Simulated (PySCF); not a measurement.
Working out the ionisation energy of Sn⁺

Sn⁺ [Kr] 4d10 5s2 5p1 (2P) → Sn²⁺ [Kr] 4d10 5s2 (1S). Computed with PySCF 2.14 in aug-cc-pVDZ-PP with ECP28MDF (5s4p3d, 32 functions), with a scalar-relativistic core potential. Frozen: 4s2 4p6 4d10. Energies in hartree (1 hartree = 27.21139 eV):

```tsv
part	Sn⁺ (lower)	Sn²⁺ (upper)
UHF	-213.083444	-212.579230
MP2 opposite-spin	-0.024995	-0.022000
MP2 same-spin	-0.001885	0.000000
```

Problem. What does Hartree-Fock give?

Solution. (-212.579230) − (-213.083444) = 0.504214 hartree = 13.720 eV.

Problem. What do MP2 and SCS-MP2 (6/5 opposite-spin, 1/3 same-spin) give?

Solution. The opposite-spin parts differ by 0.081 eV and the same-spin parts by 0.051 eV. MP2: 13.720 + (0.081) + (0.051) = 13.852 eV. SCS-MP2: 13.720 + 1.2 × (0.081) + (0.051)/3 = 13.834 eV.

Measured between the centres of the two terms (NIST): 14.282 eV, so MP2 (valence) is off by -0.430 eV.

A double-zeta basis recovers only part of the correlation energy.

What remains against the reference includes basis incompleteness, the frozen core and correlation beyond second order.
